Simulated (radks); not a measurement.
The numbers below are computed, except where a source is named.
Valence configurations of the krypton ion Kr+ (all share [Ar]). Code: a radial shooting solver on a logarithmic mesh with Libxc functionals. Model: Dirac Kohn-Sham, PBE, spin-unpolarised, spherical densities, finite nucleus; open shells fill j = l - 1/2 first; Fermi nuclear charge, rms radius 4.1884 fm. Energies are relative to 3d10 4s2 4p5; eigenvalues in eV.

| valence | E (eV) | e(3d3/2) | e(3d5/2) | e(4p1/2) | e(4p3/2) | e(4s1/2) |
|---|---|---|---|---|---|---|
| 3d10 4s2 4p5 | 0.000 | -93.977 | -92.673 | -20.002 | -19.286 | -33.937 |
| 3d10 4s1 4p6 | 14.733 | -95.565 | -94.260 | -20.683 | -19.947 | -34.761 |
| 3d9.5 4s2 4p5.5 | 38.148 | -100.77 | -99.431 | -20.974 | -20.208 | -35.320 |
| 3d9 4s2 4p6 | 79.244 | -107.67 | -106.30 | -21.940 | -21.124 | -36.682 |

NIST lists [Ar] 3d10 4s2 4p5 as the ground configuration; this level of theory agrees among the configurations tried. The energies are those of spherical spin-averaged densities, not of single terms.
